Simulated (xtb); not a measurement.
Species: CH₃BCl₂, SMILES `CB(Cl)Cl` (charge 0, multiplicity 1).

Give a relaxed geometry from GFN2-xTB run with xtb.

the end point of this relaxation (outside a Z-matrix the atoms follow the SMILES, hydrogens last).
Bonds (Å): C1–B2 1.581, C1–H5 1.089, C1–H6 1.090, C1–H7 1.086, B2–Cl3 1.718, B2–Cl4 1.721. Angles (°): B2–C1–H5 111.5, B2–C1–H6 110.6, B2–C1–H7 112.9, H5–C1–H6 105.8, H5–C1–H7 108.2, H6–C1–H7 107.5, C1–B2–Cl3 121.4, C1–B2–Cl4 120.5, Cl3–B2–Cl4 118.1.
